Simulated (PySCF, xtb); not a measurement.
Ge(H)(Cl)2(Me) (CH4Cl2Ge), SMILES [GeH]([CH3])([Cl])[Cl].

GFN2-xTB (xtb) at its own geometry gives an orbital gap of 6.97 eV and a dipole moment of 2.61 D.

Geometry optimised at r2SCAN-D4/def2-SVP.

**Question.** What does ωB97X/def2-TZVP in PySCF give? (An estimate is asked for; the answer gives what the named calculation found.)

**Answer.** gap 12.85 eV (levels -11.15 and 1.70 eV), dipole 2.82 D.
